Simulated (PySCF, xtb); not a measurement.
F₂Ni, SMILES [F][Ni+][F] (connectivity only; charge and spin as stated), charge +1, multiplicity 4.

Harmonic wavenumbers (cm⁻¹) from GFN2-xTB (xtb) at its own minimum, in rising order: 173, 173, 563, 756.

### Question
What does PySCF with B3LYP-D3(BJ)/def2-TZVP give at its own minimum? (An estimate is asked for; the answer gives what the named calculation found.)

### Answer
130, 130, 703, 886. Paired by order, the mean absolute difference is 89 cm⁻¹ and the zero-point energies are 2.4 and 2.6 kcal/mol.
